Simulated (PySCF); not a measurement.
## From computed data to an observable: chemical shift, span and skew from a shielding tensor

CH4Cl2Ge, SMILES [CH3][GeH]([Cl])[Cl]. Atoms are numbered in the order given.

```xyz
8

Ge     0.3708    -0.2862     0.0000
C     -0.5507    -1.9816     0.0000
Cl    -0.2434     0.8320     1.7401
Cl    -0.2434     0.8320    -1.7401
H      1.9027    -0.3313     0.0000
H     -0.2777    -2.5536     0.8982
H     -0.2777    -2.5536    -0.8982
H     -1.6345    -1.8021     0.0000
```
Charge 0, spin multiplicity 1.

The structure is a stationary point at PBE0-D3(BJ)/def2-SVP.

GIAO shieldings from PBE/pcSseg-1 in PySCF, non-relativistic, no solvent. The symmetric part of the tensor of C2 has the principal values 152.2, 162.2, 187.6 ppm. The same nucleus in TMS has σ = 182.0 ppm at this level (PySCF, at its B3LYP-D3(BJ)/def2-TZVP geometry). Without spin–orbit terms, shifts of atoms bonded to Cl or Br come out too high.

Q: Work out the isotropic shielding, the ¹³C shift against TMS, the span and the skew.

A: 
σ(iso) = (σ11 + σ22 + σ33)/3 = 167.3 ppm. δ = σ(ref) − σ(iso) = 182.0 − (167.3) = 14.7 ppm.
Span Ω = σ33 − σ11 = 35.4 ppm. Skew κ = 3(σ(iso) − σ22)/Ω = 0.44. Tumbling in solution averages the tensor to δ; in a static solid the shielding alone would spread this spin-1/2 line over Ω.
